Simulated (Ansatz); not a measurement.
System: CNSi (charge 0, doublet). It need not be the lowest isomer of its formula. 
Structure (B3LYP-D3(BJ)/def2-TZVP (Ansatz, an electronic-structure program) minimum search):
```
C
N 1 1.1636
Si 1 1.8448 2 180.00
```
Charge 0, spin multiplicity 2.

Quantity: atomisation energy (electronic, to ground-state atoms), in kcal/mol. Correlated levels leave the core frozen unless marked. Open shells are spin-unrestricted. No spin-orbit coupling. Non-relativistic unless marked X2C. The coupled-cluster limit lacks core correlation, which all-electron functionals hold. CBS marks a two-point X^-3 extrapolation of the correlation energy; Hartree-Fock from the larger set. [CCSD(T)-MP2]/basis is that difference in the basis named.

```json
[
 {"level": "HF/STO-3G", "program": "Ansatz", "atomisation energy (kcal/mol)": "175.1"},
 {"level": "SVWN5/def2-TZVPD", "program": "Ansatz", "atomisation energy (kcal/mol)": "341.9"},
 {"level": "BLYP-D4/def2-TZVPD", "program": "Ansatz + dftd4", "atomisation energy (kcal/mol)": "301.6"},
 {"level": "PBE0/STO-3G", "program": "Ansatz", "atomisation energy (kcal/mol)": "308.7"},
 {"level": "HSE06/def2-TZVPD", "program": "Ansatz", "atomisation energy (kcal/mol)": "290.0"},
 {"level": "B2PLYP/def2-TZVPD", "program": "Ansatz", "atomisation energy (kcal/mol)": "289.0"},
 {"level": "PBE-QIDH/def2-TZVPD", "program": "Ansatz", "atomisation energy (kcal/mol)": "283.2"},
 {"level": "MP2/6-31G", "program": "Ansatz", "atomisation energy (kcal/mol)": "227.5"},
 {"level": "MP2/cc-pV(T+d)Z", "program": "Ansatz", "atomisation energy (kcal/mol)": "281.5"},
 {"level": "RI-MP2/CBS(cc-pV(T+d)Z,cc-pV(Q+d)Z)", "program": "Ansatz", "atomisation energy (kcal/mol)": "293.1"},
 {"level": "SCS-MP2/STO-3G", "program": "Ansatz", "atomisation energy (kcal/mol)": "249.9"},
 {"level": "SCS-MP2/6-31G", "program": "Ansatz", "atomisation energy (kcal/mol)": "225.0"},
 {"level": "SCS-MP2/cc-pV(D+d)Z", "program": "Ansatz", "atomisation energy (kcal/mol)": "256.7"},
 {"level": "SCS-MP2/aug-cc-pV(T+d)Z", "program": "Ansatz", "atomisation energy (kcal/mol)": "281.4"},
 {"level": "CCSD/6-31G", "program": "Ansatz", "atomisation energy (kcal/mol)": "224.7"},
 {"level": "CCSD/cc-pV(Q+d)Z", "program": "Ansatz", "atomisation energy (kcal/mol)": "270.9"},
 {"level": "CCSD(T)/6-31G", "program": "Ansatz", "atomisation energy (kcal/mol)": "229.5"},
 {"level": "CCSD(T)/aug-cc-pV(T+d)Z", "program": "Ansatz", "atomisation energy (kcal/mol)": "276.4"},
 {"level": "X2C-CCSD(T)/cc-pVTZ-DK", "program": "Ansatz", "atomisation energy (kcal/mol)": "273.2"},
 {"level": "RI-MP2/CBS(aug-cc-pV(T+d)Z,aug-cc-pV(Q+d)Z)+[CCSD(T)-MP2]/aug-cc-pV(D+d)Z", "program": "Ansatz", "atomisation energy (kcal/mol)": "283.8"},
 {"level": "CCSD(T)/CBS(cc-pV(T+d)Z,cc-pV(Q+d)Z)", "program": "Ansatz", "atomisation energy (kcal/mol)": "286.3"}
]
```

The UHF reference is spin-contaminated (<S^2> 0.15 over the pure value in the largest basis).
